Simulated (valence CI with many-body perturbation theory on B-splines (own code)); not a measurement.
**Si⁸⁺ in brief**

Method: relativistic CI+MBPT: four valence electrons over a frozen Dirac-Fock core [He], radial functions for each j: 9 s, 9 p, 8 d, 6 f, 3 g, 1 h, with the one-electron correlation potential Σ1 (screened to all orders), the two-electron term Σ2, the three-electron term Σ3, Breit, model QED; selected single and double excitations, second order for the rest, scaled by the run's own slope (own B-spline code, finite nucleus).

No measured levels were compared; by estimate levels of excited configurations hold to 0.05 to 0.15 % of their energy, terms of the ground configuration to about 0.5 %. Among the levels kept, up to 280 cm⁻¹ of a level comes from second order outside the variational space, and about a tenth of that is noise between levels of different J, which matters for small intervals.

Rates and lifetimes use the calculated energies. Strong lines usually hold to 10 to 20 %, long lifetimes can be off by a factor of two.

Q: What is the ground level?

A: 2s2 2p2 3P_0, composition 98 % 2s2 2p2 3P.

Q: Among levels below 1790900 cm⁻¹, which E1 lines absorb most strongly from the ground level?

A: to 2s 2p3 3S°_1 at 22.36 nm, f = 0.0906; to 2s 2p3 3D°_1 at 34.19 nm, f = 0.0786; to 2s 2p3 3P°_1 at 29.05 nm, f = 0.0729.

Q: What is the ionisation energy?

A: 351.19 eV; NIST lists 351.28 ± 0.06 eV (semi-empirical).

Q: What are the static dipole polarisabilities of the lowest levels?

A: 2s2 2p2 3P_0 0.128; 2s2 2p2 3P_1 0.128 (tensor 0.0046); 2s2 2p2 3P_2 0.128 (tensor -0.0090); 2s2 2p2 1D_2 0.116 (tensor 0.028) bohr³, of which the core gives 0.000257.

Q: Where does the other parity begin?

A: At 2s 2p3 5S°_2, 150030 cm⁻¹.

Q: Name the longest-lived excited levels whose lifetime is computed, and their main decay.

A: 2s2 2p2 3P_1 at 2540 cm⁻¹ lives 3.39 s, mostly by M1 to 2s2 2p2 3P_0; 2s2 2p2 3P_2 at 6408 cm⁻¹ lives 1.28 s, mostly by M1 to 2s2 2p2 3P_1; 2s2 2p2 1D_2 at 53109 cm⁻¹ lives 38.3 ms, mostly by M1 to 2s2 2p2 3P_2.

Q: How is the term 3P of the ground level split?

A: J = 0 at 0, J = 1 at 2540, J = 2 at 6408 cm⁻¹.
